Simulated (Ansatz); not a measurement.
Born–Oppenheimer molecular dynamics of AlBrFH₄NO (9 atoms, charge 0, multiplicity 1). It starts at the highest image of a converged band. Of that band: Beside the main top the profile has a ripple of under 15 meV (maxima at images 3, 6), which may be a very shallow well or noise. A vibrational analysis at the climbing image gives one clearly imaginary mode, 1241i cm⁻¹: a first-order saddle point.

Method: RHF/def2-SVP (Ansatz 0.2.0).

```json
{
 "ensemble": "NVE (velocity Verlet)",
 "time step": "0.5 fs",
 "steps asked": "200",
 "starting velocities drawn for": "100 K",
 "seed": "10381"
}
```

Frames 2.5 fs apart, positions in Å.

Velocities at 15 fs (Å/ps):

```
Al -0.28 -3.28 3.30
F 2.35 -2.90 -4.19
O -1.73 -1.21 -0.13
H -7.37 2.70 3.63
N -0.45 0.58 -4.25
H 2.25 -7.87 -1.77
H 0.81 -3.98 -4.44
Br -0.03 1.75 0.21
H 3.81 24.26 37.73
```

```xyz
9
Properties=species:S:1:pos:R:3 time_fs=15 energy_less_start_eV=-0.116 T=229
Al -0.118 0.197 -0.032
F -0.235 -0.091 1.692
O 1.464 -0.043 -0.582
H 1.793 -0.593 -1.275
N -1.583 -0.123 -0.961
H -2.475 -0.373 -0.572
H -1.524 -0.285 -1.967
Br -0.071 2.586 1.152
H -0.181 1.477 1.990
9
Properties=species:S:1:pos:R:3 time_fs=17.5 energy_less_start_eV=-0.224 T=347
Al -0.118 0.187 -0.022
F -0.229 -0.100 1.680
O 1.459 -0.046 -0.583
H 1.777 -0.587 -1.269
N -1.583 -0.121 -0.973
H -2.466 -0.391 -0.585
H -1.534 -0.291 -1.957
Br -0.071 2.591 1.152
H -0.172 1.528 2.107
9
Properties=species:S:1:pos:R:3 time_fs=20 energy_less_start_eV=-0.258 T=386
Al -0.119 0.176 -0.011
F -0.224 -0.110 1.666
O 1.453 -0.047 -0.583
H 1.773 -0.594 -1.284
N -1.581 -0.119 -0.983
H -2.459 -0.405 -0.607
H -1.560 -0.298 -1.953
Br -0.071 2.597 1.152
H -0.160 1.599 2.229
9
Properties=species:S:1:pos:R:3 time_fs=22.5 energy_less_start_eV=-0.328 T=462
Al -0.120 0.163 0.001
F -0.220 -0.122 1.650
O 1.447 -0.048 -0.584
H 1.766 -0.590 -1.289
N -1.577 -0.117 -0.991
H -2.462 -0.416 -0.623
H -1.587 -0.305 -1.987
Br -0.071 2.603 1.153
H -0.143 1.724 2.306
9
Properties=species:S:1:pos:R:3 time_fs=25 energy_less_start_eV=-0.362 T=500
Al -0.121 0.147 0.013
F -0.217 -0.137 1.636
O 1.442 -0.048 -0.587
H 1.756 -0.575 -1.286
N -1.572 -0.115 -0.999
H -2.461 -0.417 -0.631
H -1.605 -0.299 -1.996
Br -0.071 2.609 1.154
H -0.121 1.888 2.345
9
Properties=species:S:1:pos:R:3 time_fs=27.5 energy_less_start_eV=-0.352 T=489
Al -0.122 0.131 0.023
F -0.215 -0.154 1.623
O 1.437 -0.047 -0.589
H 1.757 -0.571 -1.304
N -1.568 -0.114 -1.008
H -2.448 -0.406 -0.631
H -1.604 -0.277 -1.980
Br -0.071 2.616 1.155
H -0.099 2.041 2.407
9
Properties=species:S:1:pos:R:3 time_fs=30 energy_less_start_eV=-0.357 T=494
Al -0.125 0.113 0.029
F -0.214 -0.172 1.615
O 1.432 -0.045 -0.592
H 1.756 -0.558 -1.318
N -1.562 -0.113 -1.012
H -2.440 -0.388 -0.618
H -1.589 -0.251 -2.001
Br -0.071 2.623 1.155
H -0.077 2.167 2.510
9
Properties=species:S:1:pos:R:3 time_fs=32.5 energy_less_start_eV=-0.305 T=438
Al -0.127 0.094 0.032
F -0.215 -0.194 1.613
O 1.429 -0.044 -0.597
H 1.749 -0.532 -1.321
N -1.556 -0.112 -1.015
H -2.441 -0.366 -0.606
H -1.567 -0.219 -2.029
Br -0.071 2.632 1.156
H -0.055 2.291 2.580
9
Properties=species:S:1:pos:R:3 time_fs=35 energy_less_start_eV=-0.365 T=503
Al -0.130 0.074 0.030
F -0.218 -0.217 1.617
O 1.426 -0.041 -0.602
H 1.752 -0.515 -1.346
N -1.548 -0.111 -1.017
H -2.440 -0.337 -0.613
H -1.548 -0.181 -2.010
Br -0.071 2.640 1.157
H -0.034 2.417 2.571
9
Properties=species:S:1:pos:R:3 time_fs=37.5 energy_less_start_eV=-0.374 T=514
Al -0.131 0.053 0.025
F -0.221 -0.242 1.626
O 1.424 -0.037 -0.607
H 1.755 -0.491 -1.369
N -1.540 -0.109 -1.015
H -2.442 -0.304 -0.640
H -1.538 -0.142 -2.000
Br -0.071 2.650 1.159
H -0.013 2.531 2.526
9
Properties=species:S:1:pos:R:3 time_fs=40 energy_less_start_eV=-0.397 T=539
Al -0.132 0.032 0.018
F -0.226 -0.270 1.638
O 1.423 -0.034 -0.614
H 1.752 -0.454 -1.377
N -1.532 -0.107 -1.011
H -2.462 -0.271 -0.674
H -1.533 -0.103 -2.025
Br -0.071 2.660 1.159
H 0.011 2.621 2.534
9
Properties=species:S:1:pos:R:3 time_fs=42.5 energy_less_start_eV=-0.406 T=549
Al -0.132 0.010 0.012
F -0.232 -0.298 1.651
O 1.422 -0.030 -0.621
H 1.758 -0.422 -1.405
N -1.526 -0.105 -1.008
H -2.481 -0.235 -0.712
H -1.526 -0.062 -2.020
Br -0.071 2.671 1.159
H 0.037 2.687 2.590
```

Of the whole run (100 fs, mean temperature of the second half 594 K): The conserved energy stayed within 0.067 meV per atom of its start (net change -0.013 meV per atom), so the integration is sound. The kinetic energy rose, since the run started high on the potential surface and went downhill. It ends in pieces (AlFH3NO + BrH), so much of that is their flight and rotation, not heat. A run of 0.1 ps of so small a system gives no equilibrium averages. The orbitals stay closed-shell, which can raise the energy where a bond breaks towards radicals; this wasn't checked here.

Time of the run: 4.4 min on 2 threads of Arm Neoverse V2, with other jobs on the host, peak memory 0.24 GiB.
